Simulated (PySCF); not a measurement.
## `CSc1cnc2nsnc2n1`, C₅H₄N₄S₂

Molfile (atoms numbered from 1):
```
C5H4N4S2
     RDKit          3D

 15 16  0  0  0  0  0  0  0  0999 V2000
   -2.9124   -0.3490   -0.2229 C   0  0  0  0  0  0  0  0  0  0  0  0
   -2.1165    1.2553   -0.3851 S   0  0  0  0  0  0  0  0  0  0  0  0
   -0.4508    0.8076   -0.1136 C   0  0  0  0  0  0  0  0  0  0  0  0
    0.5133    1.8951   -0.1747 C   0  0  0  0  0  0  0  0  0  0  0  0
    1.7859    1.7290    0.0039 N   0  0  0  0  0  0  0  0  0  0  0  0
    2.1667    0.4488    0.2565 C   0  0  0  0  0  0  0  0  0  0  0  0
    3.4186    0.0671    0.4676 N   0  0  0  0  0  0  0  0  0  0  0  0
    3.3617   -1.5399    0.7205 S   0  0  0  0  0  0  0  0  0  0  0  0
    1.7605   -1.8138    0.5736 N   0  0  0  0  0  0  0  0  0  0  0  0
    1.2082   -0.6347    0.3174 C   0  0  0  0  0  0  0  0  0  0  0  0
   -0.1161   -0.4298    0.1265 N   0  0  0  0  0  0  0  0  0  0  0  0
   -2.7345   -0.7640    0.7778 H   0  0  0  0  0  0  0  0  0  0  0  0
   -3.9849   -0.1755   -0.3808 H   0  0  0  0  0  0  0  0  0  0  0  0
   -2.5221   -1.0464   -0.9756 H   0  0  0  0  0  0  0  0  0  0  0  0
    0.1481    2.9091   -0.3825 H   0  0  0  0  0  0  0  0  0  0  0  0
  1  2  1  0
  2  3  1  0
  3  4  1  0
  4  5  2  0
  5  6  1  0
  6  7  2  0
  7  8  1  0
  8  9  1  0
  9 10  2  0
 10 11  1  0
 11  3  2  0
 10  6  1  0
  1 12  1  0
  1 13  1  0
  1 14  1  0
  4 15  1  0
M  END
```

Computed with TDDFT CAM-B3LYP/aug-cc-pVDZ excited states, vertical, gas phase (PySCF). Geometry: PBE0-D3(BJ)/def2-SVP.

How strongly do the lowest singlets absorb one photon, and two photons of half the energy?

δ for parallel linear polarisation; σ at the peak of a Lorentzian of half width 0.1 eV, single beam; Ω is circular over linear.
```tsv
state	E (eV)	f	photon λ (nm)	δ (au)	σ (GM)	Ω	main
S1	3.46	0.001	717	0.22	0.00	1.50	HOMO−1→LUMO 0.96
S2	3.80	0.354	652	659	3.49	0.80	HOMO→LUMO 0.96
S3	4.64	0.000	534	0.65	0.01	1.50	HOMO−4→LUMO 0.93
S4	4.83	0.068	514	376	3.21	0.64	HOMO−2→LUMO 0.92
S5	5.32	0.000	466	1.87	0.02	1.49	HOMO−5→LUMO 0.50, HOMO−1→LUMO+3 0.21
S6	5.41	0.042	458	2110	22.61	0.67	HOMO−3→LUMO 0.86
```

Among these, the strongest one-photon state is S2, the strongest two-photon state S6, with a dipole change of 2.7 D (relaxed, norm of the difference vector).
